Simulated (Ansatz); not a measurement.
Two members of one family (Same ligands, another metal), computed with Ansatz in the gas phase; def2 core potentials for Au, no spin–orbit coupling. A dash marks a value that wasn't run or was left out as unsound. The structures are stationary points that may keep the symmetry of their start. Remarks come from the PBE and PBE0 runs and from stability tests at other levels; not every state was tested. HOMO above LUMO (over both spins in singlets and doublets, within one spin in higher multiplets; at PBE or PBE0), or a gap under 0.15 eV within one spin, warns that the state may not be the lowest or that an electron is smeared out.

First: [CuCl2]- (singlet, charge -1, B3LYP-D4/def2-TZVPD geometry).

```xyz
3

Cu    0.000    0.000    0.000
Cl   -1.947    0.189    0.909
Cl    1.947   -0.189   -0.909
```

```tsv
level	HOMO (eV)	vertical IE (eV)
PBE-D4/def2-SVPD	-0.54	–
PBE-D4/def2-TZVPD	-0.66	4.03
r2SCAN-D4/def2-TZVPD	-0.78	4.09
PBE0-D4/def2-TZVPD	-2.37	4.33
BHLYP-D4/def2-TZVPD	-3.89	–
```

Metal–donor distances: 2 × Cl 2.16 Å. Remarks: gap within one spin near zero at PBE or PBE0 (neutral doublet).

Second: [AuCl2]- (singlet, charge -1, B3LYP-D4/def2-TZVPD geometry).

```xyz
3

Au    0.000    0.000    0.000
Cl   -1.926   -1.269   -0.256
Cl    1.926    1.269    0.256
```

Task: Estimate how these quantities change from the first to the second (second minus first).

Result: 
| level | Δ HOMO (eV) | Δ vertical IE (eV) |
| --- | --- | --- |
| PBE-D4/def2-SVPD | -0.90 | – |
| PBE-D4/def2-TZVPD | -0.73 | – |
| r2SCAN-D4/def2-TZVPD | -0.85 | 0.40 |
| PBE0-D4/def2-TZVPD | -0.36 | 0.40 |
| BHLYP-D4/def2-TZVPD | -0.08 | – |

Metal–donor distances: 2 × Cl 2.32 Å. Remarks: gap within one spin near zero at PBE or PBE0 (neutral doublet), HOMO above LUMO (neutral doublet).
